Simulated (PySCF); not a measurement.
Excitations are Tamm–Dancoff values on a coarser integration grid. The basis has no diffuse functions, so Rydberg states are missing or too high.

Cartesian coordinates (Å):
```xyz
8

C      2.4282    -0.9007     0.0760
N      1.4902    -0.2026     0.0106
C      0.3296     0.6118    -0.0661
C     -0.9428    -0.1730     0.0245
O      0.4318     1.7950    -0.1892
H     -0.9677    -0.7232     0.9673
H     -1.7915     0.5022    -0.0424
H     -0.9778    -0.9096    -0.7807
```
Charge 0, spin multiplicity 1.

Question: Predict the S1 oscillator strength, total energy, dipole moment, S1 excitation (TDA) and LUMO from TPSSh-D3(BJ)/def2-TZVP // B3LYP-D3(BJ)/def2-TZVP in PySCF 2.14.0.

Answer: 
- S1 oscillator strength = 0.004
- total energy = -6698.25 eV
- dipole moment = 3.37 D
- S1 excitation (TDA) = 4.56 eV
- LUMO = -2.63 eV
